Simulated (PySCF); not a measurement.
# Bond curve of GaH⁺

Set-up: PySCF, no relativity, basis sets Ga def2-TZVPPD, H def2-TZVPPD. Energies in eV from Ga⁺ + H in their ground configurations at the same level. All curves are PBE0. state 1: ²Σ⁺ (doublet), unpaired electrons σ ↑; state 2: ⁴Π (quartet), unpaired electrons σ ↑↑, π ↑, a second solution, started from another occupation.

| R (Å) | state 1 | state 2 |
| --- | --- | --- |
| 1.434 | -0.2513 | 7.2637 |
| 1.500 | -0.4097 | 6.8577 |
| 1.567 | -0.4952 | 6.5326 |
| 1.617 | -0.5243 | 6.3324 |
| 1.667 | -0.5316 | 6.1635 |
| 1.717 | -0.5229 | 6.0214 |
| 1.784 | -0.4949 | 5.8670 |
| 1.867 | -0.4460 | 5.7202 |
| 1.967 | -0.3827 | 5.5964 |
| 2.100 | -0.3088 | 5.4958 |

**Question.** Put a parabola through the three lowest points of the state 1 curve and estimate Re, k and ωe (reduced mass 0.9933 u; 1 eV/Å² = 0.16022 mdyn/Å; ωe = 1302.8·√(k/μ) cm⁻¹).

**Answer.** Through R = 1.617, 1.667, 1.717 Å the second-order coefficient is 3.20 eV/Å², so Re ≈ 1.665 Å, k ≈ 1.03 mdyn/Å and ωe ≈ 1324 cm⁻¹. A polynomial fit of higher order to the unrounded PBE0 energies gives Re = 1.662 Å, k = 1.05 mdyn/Å, ωe = 1339 cm⁻¹; anharmonicity and rounding make the difference.

The higher-order fit for each curve: state 1: Re = 1.662 Å, ωe = 1339 cm⁻¹, De = 0.53 eV; state 2: Re = 2.418 Å, ωe = 502 cm⁻¹, minimum 5.43 eV above the ground-state fragments.

Spin–orbit coupling is left out. For an ion De counts to the pair picked by the measured ionisation energies or electron affinities, which need not be the lowest pair at this level. Counting both spins, an empty level lies below a filled one in some of these solutions, because spin and occupation are held. The state is the lowest determinant that a PBE0 search found; another state may lie lower at other levels.
